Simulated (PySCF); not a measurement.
Dissociation curve of CCl, doublet.

UKS-CAM-B3LYP = unrestricted CAM-B3LYP/cc-pVDZ (PySCF); ROKS-wB97X-V = PySCF 2.14.0 with restricted open-shell wB97X-V/cc-pVDZ; UKS-wB97X-V = PySCF with unrestricted wB97X-V/cc-pVDZ.

Magnitude of the dipole moment (D; its direction can reverse along the curve, and a method can change to another solution) and Mulliken charge of the fragment that holds C1:

| R / Å | μ UKS-CAM-B3LYP | q UKS-CAM-B3LYP | μ ROKS-wB97X-V | q ROKS-wB97X-V | μ UKS-wB97X-V | q UKS-wB97X-V |
|---|---|---|---|---|---|---|
| 1.33 | 3.00 | -0.40 | 2.99 | -0.39 | 2.99 | -0.39 |
| 1.38 | 2.80 | -0.34 | 2.79 | -0.33 | 2.79 | -0.33 |
| 1.47 | 2.39 | -0.25 | 2.37 | -0.24 | 2.37 | -0.24 |
| 1.54 | 2.03 | -0.19 | 2.00 | -0.18 | 2.00 | -0.18 |
| 1.61 | 1.65 | -0.13 | 1.61 | -0.13 | 1.61 | -0.13 |
| 1.65 | 1.42 | -0.10 | 1.38 | -0.09 | 1.38 | -0.09 |
| 1.71 | 1.08 | -0.06 | 1.02 | -0.05 | 1.03 | -0.05 |
| 1.75 | 0.85 | -0.03 | 0.79 | -0.02 | 0.79 | -0.02 |
| 1.81 | 0.51 | 0.00 | 0.43 | 0.01 | 0.43 | 0.01 |
| 1.92 | 0.11 | 0.06 | 0.22 | 0.08 | 0.21 | 0.08 |
| 2.03 | 0.70 | 0.12 | 0.84 | 0.13 | 0.83 | 0.13 |

The scan ran from 1.33 to 6.63 Å; beyond the distances shown one of the unrestricted levels run for this scan, shown here or not, changes its spin distribution in one step.
